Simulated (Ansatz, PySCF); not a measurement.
This Ansatz (a first-principles code) input computes a PBE/def2-TZVPD energy:

Ansatz 0.2 input:
```yaml
crystal:
  periodic: [false, false, false]
  atoms:
    - {symbol: B, position_ang: [0.03962716, -0.37044061, 0.44250275]}
    - {symbol: N, position_ang: [-1.17597909, 0.26054152, -0.32007887]}
    - {symbol: N, position_ang: [1.29896223, -0.03413388, 0.05076314]}
    - {symbol: H, position_ang: [-0.24987765, -1.10524117, 1.31740596]}
    - {symbol: H, position_ang: [-1.76762641, -0.47492405, -0.71902210]}
    - {symbol: H, position_ang: [-1.77571863, 0.77766845, 0.33030878]}
    - {symbol: H, position_ang: [1.55430224, 0.59450289, -0.69767519]}
    - {symbol: H, position_ang: [2.10545697, -0.42269992, 0.52081625]}
    - {symbol: H, position_ang: [-0.92555434, 0.89804333, -1.07913734]}
basis:
  gaussian:
    orbitals: def2-TZVPD
hamiltonian:
  xc: {name: PBE}
total_charge: 1
output: {forces: true}
```

### Question
Write an input for the same energy in PySCF and say what it gives.

### Answer

```python
from pyscf import gto, scf, dft

mol = gto.M(
    atom='''
    B     0.03962716   -0.37044061    0.44250275
    N    -1.17597909    0.26054152   -0.32007887
    N     1.29896223   -0.03413388    0.05076314
    H    -0.24987765   -1.10524117    1.31740596
    H    -1.76762641   -0.47492405   -0.71902210
    H    -1.77571863    0.77766845    0.33030878
    H     1.55430224    0.59450289   -0.69767519
    H     2.10545697   -0.42269992    0.52081625
    H    -0.92555434    0.89804333   -1.07913734
    ''',
    basis='def2-tzvpd',
    charge=1,
    spin=0,
    verbose=4,
)

mf = dft.RKS(mol, xc='pbe').density_fit(auxbasis='def2-universal-jkfit')
mf.grids.level = 3
mf.conv_tol = 1e-9
mf.max_cycle = 100
mf.max_memory = 1500
mf.kernel()
if not mf.converged:
    mf = mf.newton()
    mf.kernel(mf.make_rdm1())
mf.analyze()
```
It gives -137.65836 Eh, and Ansatz -137.65827 Eh, a difference of 0.09 mEh, from the treatment of integrals and grids.

It need not be the lowest isomer of its formula.
